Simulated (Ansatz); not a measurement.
`O[CH2][SnH3]` + H₂S → `[SH][SnH3]` + CH₃OH at 600 K and 1 bar (ligand exchange at the Sn–C bond).

Gas-phase electronic energies from Ansatz, PBE0-D4/def2-TZVP geometries. CCSD(T)/CBS adds triple-zeta CCSD(T) − MP2 to the extrapolated MP2 energy (def2 sets, frozen cores). This one scheme is used for every species. def2 core potentials past Kr. For Sn outer-core shells are correlated without core-valence functions, which leaves a few kJ/mol of doubt a bond. Each species was taken in one conformer, which may not be the lowest.

| species | CCSD(T)/CBS energy (Eh) | H − E (kJ/mol) | S (J/(mol·K)) |
| --- | --- | --- | --- |
| `O[CH2][SnH3]` | -330.81397 | 213.5 | 400.6 |
| H₂S | -398.97279 | 60.8 | 230.9 |
| `[SH][SnH3]` | -614.20548 | 117.8 | 361.0 |
| CH₃OH | -115.61712 | 163.6 | 277.3 |

H − E and S are ideal-gas, rigid-rotor, harmonic terms from PBE0-D4/def2-TZVP, for one conformer and one mirror image of each species. 1 Eh = 2625.50 kJ/mol, R = 8.31446 J/(mol·K).

Question: By hand: ΔE, ΔH, ΔS and ΔG.

Answer: ΔE = (-614.20548) + (-115.61712) − (-330.81397) − (-398.97279) = -0.03584 Eh = -94.1 kJ/mol. Δ(H − E) = 117.8 + 163.6 − 213.5 − 60.8 = 7.1, so ΔH = -87.0 kJ/mol. ΔS = 361.0 + 277.3 − 400.6 − 230.9 = 6.8 J/(mol·K). ΔG = -87.0 − 600 × (6.8)/1000 = -91.1 kJ/mol.

Question: By hand: the equilibrium constant, and the temperature at which ΔG would vanish if ΔH and ΔS stayed fixed.

Answer: log₁₀ K = −ΔG/(RT ln 10) = 7.9. ΔH and −TΔS have one sign here, so there is no such temperature.

The number of gas molecules stays the same, so ΔS is small and ΔH decides. A doubt of 5 kJ/mol in ΔE shifts log₁₀ K by 0.4 here. Other conformers and mirror images would add mixing entropy, several J/(mol·K) or more a flexible species. These are equilibria of isolated gas molecules and say nothing of rates. Largest T1 diagnostic: 0.012 (customary marks: 0.02 for closed shells, 0.045 for open ones).

ΔS is within the doubt of such terms, so its sign, and with it that verdict, could turn.
